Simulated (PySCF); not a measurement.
Problem. What does the PBE0-D3(BJ)/def2-SVP structure of `SC1CCCCC1` look like in three dimensions?

Solution. 
```xyz
19
C6H12S angstrom
S      2.6831   -1.1908    0.2432
C      1.1055   -0.4295   -0.2788
C     -0.0182   -1.4046    0.0640
C     -1.3798   -0.8351   -0.3231
C     -1.6194    0.5292    0.3144
C     -0.4935    1.5006   -0.0227
C      0.8683    0.9314    0.3669
H      3.4877   -0.2030   -0.2051
H      1.1382   -0.3106   -1.3758
H      0.0057   -1.6022    1.1512
H      0.1576   -2.3701   -0.4365
H     -2.1752   -1.5418   -0.0370
H     -1.4329   -0.7381   -1.4226
H     -1.6793    0.4110    1.4115
H     -2.5907    0.9383   -0.0073
H     -0.6530    2.4686    0.4789
H     -0.5054    1.7095   -1.1080
H      0.9293    0.8108    1.4628
H      1.6741    1.6286    0.0844
```

Any rigid rotation of these coordinates is as good. Atoms count from 1 in this order. The 6-membered ring C2–C3–C4–C5–C6–C7 has internal angles of 111.1° to 111.6°; it is puckered, 0.23 Å rms from its mean plane, widest ring torsion 56°. S1 (thiol sulfur) is bent (angle 96.6°). All 6 C–C bonds measure 1.525 to 1.527 Å.

Bonds between heavy atoms (Å): S1–C2 1.828, C2–C3 1.527, C3–C4 1.526, C4–C5 1.525, C5–C6 1.525, C6–C7 1.527, C2–C7 1.525.

Level of theory: PBE0-D3(BJ)/def2-SVP geometry optimisation, gas phase in PySCF 2.14.0.

Stationary, but not proved a minimum. One conformer, not necessarily the lowest (H–S1–C2–C3 177°, S1–C2–C3–C4 179°, C2–C3–C4–C5 -55°, C3–C4–C5–C6 55°, C4–C5–C6–C7 -55°).

The run took 47 s wall on Arm Neoverse V1, one thread, no GPU, on a shared host. That covers the optimisation of the geometry.
